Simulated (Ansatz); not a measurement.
A made-up structure of ZnH3O (charge +1), closed shell:

O1  (0.504, 0.950, -0.158)
Zn2  (-0.395, -0.743, 0.123)
H3  (-1.749, -0.930, 0.810)
H4  (0.133, -2.114, -0.305)
H5  (0.954, 1.798, -0.298)
(Å)

It is relaxed with PBE-D4/def2-SVP and then PBE0-D4/def2-TZVP (Ansatz 0.2.0). Atoms count as bonded within 1.22 times the sum of their covalent radii (H–H: 0.88 Å). The end point is not checked to be a true minimum.

(1) Does its bonding change? (A judgement: the text doesn't fix the answer.)

Answers

(1) The calculation gives: Yes. Formed: H3–H4; broken: none.

Where it ends: The first stage lowers the energy by 3.31 eV in 28 steps. It ends as ZnH₃O ([OH][Zn]1[H][H]1), total charge +1:
```
5
angstrom
O 0.2946 1.3666 -0.3350
Zn -0.1833 -0.2578 0.0288
H -1.0275 -1.7723 0.6806
H -0.8457 -1.9862 -0.0529
H 1.2099 1.6098 -0.1491
```

Labels in which every atom is bracketed show which atoms are joined, not bond orders.

For scale, one of the runs: PBE0-D4/def2-TZVP relaxation, 97 basis functions, launched by `ansatz run in.yaml --threads 2 --pin off --events-out ev --progress --plain --max-ram 4352MiB`. The run took about 9.5 s on 2 CPU threads of an Arm Neoverse V1 (shared host).
